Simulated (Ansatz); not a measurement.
C₂H₆BFO₂, SMILES B(CF)(OC)O.

The structure is a stationary point at r2SCAN-D4/def2-SVP. This is a generated structure with no PubChem entry under its InChIKey; it may be hypothetical. The values are those of a single conformer.

Two levels are set side by side: PBE/def2-SVPD (Ansatz, a first-principles code) and PBE0/def2-SVPD (Ansatz). Energy differences of separate SCF runs at the same geometry; the states with an electron removed or added have multiplicity 2 and 2. Differences are taken from unrounded values.

```json
[
 {"quantity": "vertical ionisation energy (eV)", "PBE0": "11.00"},
 {"quantity": "vertical singlet–triplet gap (eV)", "PBE0": "7.65"}
]
```

Q: What does PBE give, and how far is it from PBE0? (The exact figures need the calculation; the answer reports its results.)

A: 
```csv
quantity,PBE,PBE minus PBE0
vertical ionisation energy (eV),10.40,-0.59
vertical singlet–triplet gap (eV),6.98,-0.67
```
